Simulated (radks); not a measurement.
Question: The fluorine anion F-, [Ne], held by a Watson sphere: a shell of charge +1 at radius R that stands for the Madelung well of a crystal (potential energy -1/R inside, -1/r outside, in hartree with lengths in bohr). Calculated with a radial shooting solver on a logarithmic mesh with Libxc functionals: non-relativistic Kohn-Sham, LDA (Slater exchange, VWN5 correlation), spin-polarised, spherical densities, point nucleus. Response by self-consistent Sternheimer equations with the Hartree and adiabatic LDA kernel. The sphere does not respond.

| R (bohr) | e(1s) (eV) | e(2s) (eV) | e(2p) (eV) | <r> 2p (bohr) | sum of <r^2> (bohr^2) | X-ray form factor at sin(theta)/lambda = 0.3 1/angstrom | alpha (bohr^3) |
|---|---|---|---|---|---|---|---|
| 1.85 | -653.80 | -27.725 | -9.732 | 1.207 | 14.65 | 5.115 | 7.152 |
| 2.22 | -653.20 | -26.528 | -8.656 | 1.236 | 15.43 | 5.073 | 8.729 |
| 2.45 | -652.79 | -25.889 | -8.056 | 1.250 | 15.84 | 5.059 | 9.764 |
| 2.59 | -652.54 | -25.533 | -7.716 | 1.258 | 16.07 | 5.053 | 10.41 |
| 3.2 | -651.50 | -24.231 | -6.445 | 1.283 | 16.88 | 5.042 | 13.25 |
| 3.72 | -650.73 | -23.366 | -5.583 | 1.297 | 17.40 | 5.039 | 15.63 |
| 3.78 | -650.65 | -23.277 | -5.495 | 1.298 | 17.45 | 5.039 | 15.90 |
| 3.87 | -650.53 | -23.149 | -5.366 | 1.300 | 17.52 | 5.038 | 16.30 |

Estimate the row for R = 2.09 bohr.

Answer: e(1s) (eV) -653.43; e(2s) (eV) -26.924; e(2p) (eV) -9.019; <r> 2p (bohr) 1.227; sum of <r^2> (bohr^2) 15.18; X-ray form factor at sin(theta)/lambda = 0.3 1/angstrom 5.084; alpha (bohr^3) 8.161.
